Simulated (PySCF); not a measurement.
BaF₂, charge -1, doublet, geometry from GFN2-xTB (such geometries of metal compounds can be far from the true shape) (a state made from the parent by changing its charge; the spin is typed, not shown lowest) (core potentials on Ba) (in this run its highest filled SCF level lies above zero, so its values depend strongly on the basis, on diffuse functions most of all). Base run: PBE/def2-SVP run with PySCF.

PySCF was given this input:
```python
from pyscf import gto, scf, dft, solvent

mol = gto.Mole()
mol.atom = '''
    Ba    0.11699394    0.01649345   -0.01838956
    F    -0.76452642    1.37537920   -1.21145875
    F     0.03656412   -1.47800508    1.32588270
'''
mol.basis = 'def2-svp'
mol.ecp = {'Ba': 'def2-svp'}
mol.charge = -1
mol.spin = 1
mol.verbose = 4
mol.build()

mf = dft.UKS(mol)
mf.xc = 'pbe'
mf.kernel()
```

The base run was repeated with changes; each row names its change, and settings that it needs were set with it.

| change | ΔE vs base (kJ/mol) |
|---|---|
| base | 0.00 |
| model = COSMO; solvent = acetonitrile | -181.5 |
| model = IEF-PCM; solvent = acetonitrile; vdw_scale = 1.0 | -199.4 |
| model = IEF-PCM; solvent = acetonitrile; vdw_scale = 1.1 | -191.0 |
| model = IEF-PCM; solvent = methanol | -183.4 |
| model = IEF-PCM; solvent = acetonitrile | -183.9 |
| model = ddCOSMO; solvent = acetonitrile | -164.3 |
| model = IEF-PCM; solvent = acetonitrile; vdw_scale = 1.4 | -171.4 |
| model = IEF-PCM; solvent = dimethylsulfoxide | -185.4 |
| model = IEF-PCM; solvent = acetonitrile; lebedev_order = 11 | -180.2 |
| model = IEF-PCM; solvent = acetonitrile; lebedev_order = 41 | -184.3 |
| model = IEF-PCM; solvent = acetonitrile; r_probe = 0.5 | -165.7 |

The base is the gas phase, so ΔE is the electrostatic part of solvation at a fixed geometry, without cavity and dispersion terms.

Open shells are given as the SCF converged; they aren't shown to be the lowest states, and a large step between rows can be another state.

The gas-phase anion may not be bound at this level, which the solvent then changes.
